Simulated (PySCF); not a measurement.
PySCF input file for C6H10, SMILES CC1=CCCC1, r2SCAN-D4/def2-SVP. Geometry optimised at r2SCAN-D4/def2-SVP. One conformer was computed; it need not be the lowest.

```python
import numpy as np
from pyscf import gto, scf, dft, df
from pyscf.hessian import thermo

mol = gto.M(
    atom='''
    C     2.22889048    0.29473777   -0.04107229
    C     0.74373288    0.15548312   -0.04456188
    C    -0.16928351    1.09013717   -0.36675812
    C    -1.57609665    0.55414239   -0.32002085
    C    -1.41173538   -0.77058773    0.45672801
    C     0.06737655   -1.16148013    0.27135509
    H     2.54688008    1.30839635   -0.32636485
    H     2.64772029    0.06830014    0.95547608
    H     2.69471067   -0.42195963   -0.74105695
    H     0.07586018    2.10972235   -0.68240079
    H    -1.95958434    0.38367782   -1.34648002
    H    -2.29355219    1.24226867    0.16021180
    H    -2.11476450   -1.55470939    0.13481287
    H    -1.60114181   -0.58321674    1.52700811
    H     0.49637257   -1.66139412    1.15831108
    H     0.21019303   -1.86568095   -0.57353695
    ''',
    basis='def2-SVP',
    charge=0,
    spin=0,
    max_memory=1600,
    verbose=3,
)
mf = dft.RKS(mol, xc='r2scan').density_fit(auxbasis='def2-universal-jkfit')
mf.disp = 'd4'
mf.grids.level = 4
mf.conv_tol = 1e-11
mf.max_cycle = 100
mf.kernel()

# [left out here: the lines that compute and print the analytic Hessian (its translational invariance restored by hand, since the grid's response is missing), thermochemistry and intensities]
```

Output:

```
[...]
      13   H                 0.16 -0.19  0.06    0.00 -0.03  0.01   -0.19 -0.17 -0.01
      14   H                 0.24  0.05 -0.04    0.04  0.03  0.01   -0.12  0.30  0.24
      15   H                 0.12  0.02 -0.03    0.01  0.01 -0.02   -0.15  0.27 -0.26
Mode                                27                  28                  29
Irrep
Freq [cm^-1]                     1447.1934           1451.1848           1455.5587
Reduced mass [au]                   1.0635              1.0919              1.0594
Force const [Dyne/A]                1.3123              1.3548              1.3224
Char temp [K]                    2082.1891           2087.9319           2094.2249
Normal mode                   x     y     z       x     y     z       x     y     z
       0   C                 0.01  0.01  0.03   -0.00  0.01  0.01   -0.00 -0.04  0.01
       1   C                -0.01  0.00  0.01    0.02  0.01  0.00   -0.02 -0.02  0.00
       2   C                 0.01 -0.00  0.00   -0.01 -0.00  0.00    0.04 -0.01  0.01
       3   C                -0.01  0.01 -0.01    0.05 -0.02  0.03    0.01 -0.00  0.00
       4   C                 0.02  0.02 -0.02   -0.02 -0.01  0.02    0.00 -0.01  0.00
       5   C                 0.03 -0.03 -0.00    0.01 -0.04  0.00    0.01 -0.00 -0.00
       6   H                -0.01 -0.12 -0.46   -0.10 -0.00 -0.13    0.40 -0.13  0.08
       7   H                -0.21 -0.28  0.05   -0.02 -0.19 -0.03   -0.17  0.53  0.20
       8   H                 0.18  0.24 -0.10    0.09 -0.01  0.07   -0.18  0.31 -0.45
       9   H                -0.01 -0.00 -0.00    0.04 -0.01  0.01   -0.09  0.01 -0.01
      10   H                 0.09 -0.08 -0.03   -0.40  0.31  0.12   -0.12  0.07  0.03
      11   H                 0.06 -0.01  0.11   -0.27  0.00 -0.45   -0.09 -0.01 -0.12
      12   H                -0.12 -0.01  0.31    0.11 -0.01 -0.24   -0.02  0.02 -0.01
      13   H                -0.23 -0.23 -0.01    0.20  0.18  0.01   -0.01  0.02 -0.00
      14   H                -0.09  0.27  0.21   -0.05  0.22  0.16   -0.05  0.08  0.07
      15   H                -0.17  0.20 -0.21   -0.11  0.17 -0.18   -0.05  0.07 -0.06
Mode                                30                  31                  32
Irrep
Freq [cm^-1]                     1472.0377           1719.4920           2991.6968
Reduced mass [au]                   1.1136              7.0216              1.0684
Force const [Dyne/A]                1.4218             12.2317              5.6340
Char temp [K]                    2117.9346           2473.9661           4304.3856
Normal mode                   x     y     z       x     y     z       x     y     z
       0   C                 0.00 -0.00  0.00    0.03 -0.01  0.00   -0.00  0.00 -0.00
       1   C                -0.00  0.00 -0.00   -0.16  0.13 -0.04    0.00 -0.00  0.00
       2   C                 0.01 -0.00 -0.00    0.14 -0.10  0.04   -0.00 -0.00  0.00
       3   C                -0.04  0.02 -0.02   -0.01  0.01 -0.00   -0.02  0.00 -0.03
       4   C                -0.05 -0.03  0.03    0.00  0.00  0.00    0.00  0.00  0.00
       5   C                 0.02 -0.03  0.00    0.01 -0.01  0.00    0.02 -0.05 -0.03
       6   H                 0.00 -0.00 -0.00   -0.08  0.03 -0.01    0.01  0.03 -0.01
       7   H                -0.01  0.02  0.01    0.06 -0.04 -0.02    0.02 -0.01  0.05
       8   H                -0.01  0.01 -0.02    0.06 -0.02  0.04    0.02 -0.04 -0.04
       9   H                -0.03  0.01 -0.00   -0.14 -0.08  0.01    0.00  0.01 -0.01
      10   H                 0.28 -0.23 -0.08   -0.05 -0.01  0.02    0.13  0.07  0.37
      11   H                 0.18 -0.01  0.34   -0.06 -0.04 -0.02    0.07 -0.07 -0.06
      12   H                 0.15 -0.00 -0.43    0.01  0.01 -0.02   -0.04 -0.05 -0.02
      13   H                 0.33  0.32  0.02    0.00  0.01  0.00    0.01 -0.00 -0.03
      14   H                -0.09  0.22  0.19   -0.04 -0.08 -0.01   -0.11  0.11 -0.24
      15   H                -0.14  0.18 -0.19   -0.02 -0.04  0.03   -0.09  0.51  0.63
Mode                                33                  34                  35
Irrep
Freq [cm^-1]                     2993.3196           3012.0802           3044.8600
Reduced mass [au]                   1.0691              1.0391              1.0737
Force const [Dyne/A]                5.6438              5.5544              5.8652
Char temp [K]                    4306.7204           4333.7128           4380.8756
Normal mode                   x     y     z       x     y     z       x     y     z
       0   C                 0.00 -0.00 -0.00    0.05 -0.01  0.00    0.00  0.00 -0.00
       1   C                 0.00 -0.00  0.00   -0.00 -0.00  0.00    0.00  0.00  0.00
       2   C                -0.00 -0.00  0.00   -0.00 -0.00 -0.00   -0.00 -0.00  0.00
       3   C                -0.04  0.00 -0.05    0.00 -0.00  0.00   -0.01  0.01  0.02
       4   C                 0.00  0.00  0.00    0.00  0.00  0.00    0.03  0.01 -0.05
       5   C                -0.01  0.03  0.01    0.00 -0.01 -0.01    0.01 -0.01  0.04
       6   H                -0.00 -0.02  0.00   -0.11 -0.39  0.11   -0.00 -0.00  0.00
       7   H                -0.01  0.01 -0.02   -0.22  0.12 -0.55   -0.00  0.00 -0.00
       8   H                -0.01  0.02  0.02   -0.26  0.41  0.41   -0.00  0.00  0.00
       9   H                 0.00  0.01 -0.01    0.00  0.01 -0.00    0.00  0.00 -0.00
      10   H                 0.27  0.14  0.77   -0.00 -0.00 -0.00   -0.03 -0.01 -0.06
      11   H                 0.16 -0.16 -0.13   -0.00  0.00  0.00    0.17 -0.16 -0.12
      12   H                -0.02 -0.01 -0.01   -0.01 -0.01 -0.00   -0.25 -0.28 -0.13
      13   H                 0.00 -0.00 -0.01   -0.00  0.00  0.00   -0.11  0.13  0.68
      14   H                 0.06 -0.06  0.13   -0.00  0.01 -0.01   -0.16  0.19 -0.34
      15   H                 0.04 -0.24 -0.30   -0.01  0.06  0.07    0.02 -0.10 -0.11
Mode                                36                  37                  38
Irrep
Freq [cm^-1]                     3058.2410           3065.6832           3083.2980
Reduced mass [au]                   1.0932              1.0888              1.1006
Force const [Dyne/A]                6.0243              6.0289              6.1648
Char temp [K]                    4400.1278           4410.8355           4436.1793
Normal mode                   x     y     z       x     y     z       x     y     z
       0   C                -0.00  0.00  0.00    0.00  0.00  0.00    0.00 -0.03 -0.08
       1   C                -0.00 -0.00 -0.00    0.00  0.00  0.00    0.00 -0.00 -0.00
       2   C                 0.00 -0.00  0.00    0.00 -0.00  0.00    0.00 -0.00 -0.00
       3   C                -0.02  0.02  0.03   -0.04  0.04  0.04   -0.00  0.00  0.00
       4   C                 0.01  0.01 -0.01   -0.02 -0.02  0.02   -0.00 -0.00  0.00
       5   C                -0.02  0.01 -0.07    0.01 -0.01  0.02   -0.00  0.00 -0.00
       6   H                 0.00  0.01 -0.00   -0.00 -0.00  0.00    0.01  0.02 -0.02
       7   H                 0.00  0.00  0.00   -0.01  0.00 -0.01    0.26 -0.15  0.61
       8   H                 0.01 -0.01 -0.01    0.00 -0.00 -0.00   -0.28  0.43  0.41
       9   H                 0.00  0.01 -0.00    0.01  0.03 -0.01    0.00  0.00 -0.00
      10   H                -0.05 -0.02 -0.13   -0.08 -0.03 -0.19   -0.00 -0.00 -0.01
      11   H                 0.27 -0.26 -0.18    0.50 -0.48 -0.34    0.01 -0.01 -0.01
      12   H                -0.12 -0.14 -0.06    0.20  0.23  0.10    0.00  0.00  0.00
      13   H                -0.04  0.04  0.23    0.05 -0.06 -0.30   -0.00  0.00  0.00
      14   H                 0.29 -0.34  0.61   -0.10  0.12 -0.21    0.00 -0.00  0.00
      15   H                -0.04  0.17  0.19    0.01 -0.05 -0.05    0.00  0.00  0.00
Mode                                39                  40                  41
Irrep
Freq [cm^-1]                     3112.2630           3136.6960           3180.0803
Reduced mass [au]                   1.1057              1.1024              1.0949
Force const [Dyne/A]                6.3101              6.3906              6.5239
Char temp [K]                    4477.8535           4513.0071           4575.4275
Normal mode                   x     y     z       x     y     z       x     y     z
       0   C                -0.00 -0.00  0.00    0.00  0.08 -0.03   -0.00 -0.00  0.00
       1   C                -0.00  0.00  0.00   -0.00  0.00 -0.00   -0.01  0.00 -0.00
       2   C                -0.00 -0.00  0.00    0.00 -0.00  0.00   -0.01 -0.08  0.02
       3   C                -0.00  0.00  0.01    0.00 -0.00  0.00    0.00 -0.00 -0.00
       4   C                 0.03  0.05  0.06    0.00  0.00  0.00    0.00  0.00 -0.00
       5   C                 0.00  0.00  0.01   -0.00 -0.00 -0.00   -0.00  0.00 -0.00
       6   H                 0.00  0.01 -0.00   -0.24 -0.80  0.22    0.01  0.01 -0.00
       7   H                -0.00  0.00 -0.00    0.11 -0.05  0.27    0.00 -0.00  0.00
       8   H                -0.00  0.00  0.00    0.11 -0.17 -0.18    0.00 -0.00 -0.00
       9   H                 0.00  0.00 -0.00    0.00  0.01 -0.00    0.21  0.89 -0.27
      10   H                -0.03 -0.01 -0.07   -0.00 -0.00 -0.00   -0.00 -0.00 -0.01
      11   H                 0.04 -0.04 -0.03    0.00 -0.00  0.00   -0.02  0.02  0.01
      12   H                -0.50 -0.55 -0.23   -0.00 -0.00 -0.00   -0.00 -0.00 -0.00
      13   H                 0.09 -0.08 -0.50    0.00 -0.00 -0.00   -0.00  0.00  0.01
      14   H                -0.02  0.03 -0.05    0.00 -0.00  0.00    0.00 -0.00  0.01
      15   H                 0.01 -0.05 -0.05   -0.00 -0.00  0.00    0.00 -0.00 -0.00
temperature 298.1500 [K]
pressure 101325.00 [Pa]
Rotational constants [GHz] 6.94844 3.03296 2.24984
Symmetry number 1
Zero-point energy (ZPE) 0.14355 [Eh]   376897.730 [J/mol]
                           tot       elec      trans        rot        vib
Entropy [J/mol/K]       321.254      0.000    163.727    110.120     47.407
Cv [J/mol/K]             96.772      0.000     12.472     12.472     71.828
Cp [J/mol/K]            105.086      0.000     20.786     12.472     71.828
Internal energy [J/mol]                      3718.434   3718.434 385661.413
Internal energy [Eh]   -234.17786  -234.32758
Enthalpy [J/mol]                             6197.391   3718.434 385661.413
Enthalpy [Eh]          -234.17691
Gibbs free energy [J/mol]                  -42617.887 -29113.779 371526.957
Gibbs free energy [Eh] -234.21339
mode   freq/cm-1   IR/(km/mol)
   1      155.28         0.101
   2      180.78         1.114
   3      244.74         2.615
   4      321.79         0.616
   5      439.24         4.227
   6      578.34         0.225
   7      645.77         1.821
   8      799.99        11.648
   9      830.71         2.053
  10      877.13         0.621
  11      897.24         0.184
  12      920.62         0.968
  13      940.97         1.668
  14     1003.71         6.634
  15     1012.79         8.598
  16     1037.86         3.347
  17     1070.60         0.500
  18     1134.97         2.077
  19     1166.41         0.353
  20     1215.75         1.598
  21     1242.75         1.267
  22     1257.74         1.867
  23     1311.38         1.944
  24     1318.93         1.078
  25     1348.63         1.359
  26     1389.11         2.849
  27     1445.46         8.569
  28     1447.19         1.900
  29     1451.18         2.129
  30     1455.56         8.699
  31     1472.04         2.293
  32     1719.49         4.033
  33     2991.70        32.089
  34     2993.32        57.873
  35     3012.08        41.688
  36     3044.86        12.557
  37     3058.24        31.620
  38     3065.68        44.140
  39     3083.30        15.656
  40     3112.26        30.654
  41     3136.70        15.841
  42     3180.08        15.098
max |gradient| / (hartree/bohr): 0.00014983694171633808
APT charges: [ 0.0376  0.0782 -0.0836  0.0878  0.075   0.059  -0.0115 -0.0191 -0.0183
  0.0183 -0.0549 -0.0338 -0.031  -0.0321 -0.0309 -0.0491]
```

The calculation finished and met its thresholds.

Cost: about 16 core-minutes (a rough figure).
